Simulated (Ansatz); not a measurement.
Reaction (formal hydrolysis of a Cd–F bond): `C[CH2][Cd][F]` + H₂O → `C[CH2][Cd][OH]` + H–F

Computed with Ansatz on PBE0-D4/def2-TZVP structures; ΔE is electronic, products minus reactants. CBS: MP2 limit from def2 TZ/QZ plus the TZ coupled-cluster correction, frozen cores. This one scheme is used for every species. Functionals use def2-TZVPP. B3LYP here is the variant with VWN-RPA as its local correlation; programs differ in this. HSE06 is defined as in plane-wave codes. Elements past krypton have def2 core potentials. For Cd outer-core shells are correlated without core-valence functions, which leaves a few kJ/mol of doubt a bond. One conformer a species, not always the lowest.

(1) Is it downhill or uphill in electronic energy at CCSD(T)/CBS, and by how much? (Best estimate.)

(2) What do these levels give: LDA (SPW92), B3LYP-D4, HSE06-D4, revPBE, r2SCANh, LC-ωPBE, RPA@PBE/def2-TZVPP, CCSD(T)/def2-TZVPP, MP2/def2-QZVPP, HF/CBS(def2), MP2/CBS(def2), CCSD/CBS(def2)? (Best estimate.)

Largest T1 diagnostic among the species: 0.014.

Results:

(1) Computed: Uphill: ΔE = +39.7 kJ/mol.

(2) The calculation gave: LDA (SPW92) 36.9, B3LYP-D4 46.1, HSE06-D4 43.2, revPBE 46.3, r2SCANh 46.1, LC-ωPBE 48.5, RPA@PBE/def2-TZVPP 35.9, CCSD(T)/def2-TZVPP 36.4, MP2/def2-QZVPP 33.6, HF/CBS(def2) 57.0, MP2/CBS(def2) 34.6, CCSD/CBS(def2) 42.5 kJ/mol.

In def2-TZVPP, CCSD(T) changes the Hartree–Fock value by −19.1 kJ/mol (the triples alone add −2.7 kJ/mol) and MP2 by −24.2 kJ/mol. At CCSD(T), def2-SVP lies +4.3 kJ/mol from the extrapolated value and def2-TZVPP −3.3 kJ/mol. Leaving LDA and LC-ωPBE aside and taking each functional with its dispersion term where it has one, the values, not all of them listed here, spread over 9.7 kJ/mol, from PBE-QIDH to B97M-V. LDA lies −7.5 kJ/mol from PBE without D4.
